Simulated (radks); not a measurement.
Question: Species: Lu LVII. Configuration: [Ne] 3s2 3p3. Method: scalar-relativistic Kohn-Sham, r2SCAN, spin-polarised, spherical densities, finite nucleus; open shells are filled with parallel spins first (spin-orbit coupling, left out, can overturn this in heavy ions); meta-GGA in the generalised Kohn-Sham scheme; Fermi nuclear charge, rms radius 5.37 fm; computed with a radial shooting solver on a logarithmic mesh with Libxc functionals. Some entries of the table are withheld. Estimate them.

orbital  occ.  eigenvalue (eV)  <r^2> (bohr^2)  r(max) (bohr)
1s up       1        -67605.03       0.0005120        0.01213
1s down     1        -67588.45       0.0005118        0.01213
2s up       1        -14908.89        0.007718        0.06888
2s down     1        -14902.28        0.007708        0.06890
2p up       3        -13643.47        0.006288        0.05616
2p down     3        -13629.71        0.006285        0.05622
3s up       1        -5965.850         0.04359         0.1856
3s down     1        -5919.030         0.04379         0.1857
3p up       3        -5583.261         0.04242         0.1809
3p down     0        -5536.597         0.04260         0.1810
3d up       0        -5223.295         0.03301            (1)
3d down     0        -5186.277         0.03292            (2)
4s up       0        -3129.325          0.1502         0.3681
4s down     0        -3095.888          0.1488         0.3670

Answer: 
(1) 3d up r(max) (bohr): 0.1439
(2) 3d down r(max) (bohr): 0.1432
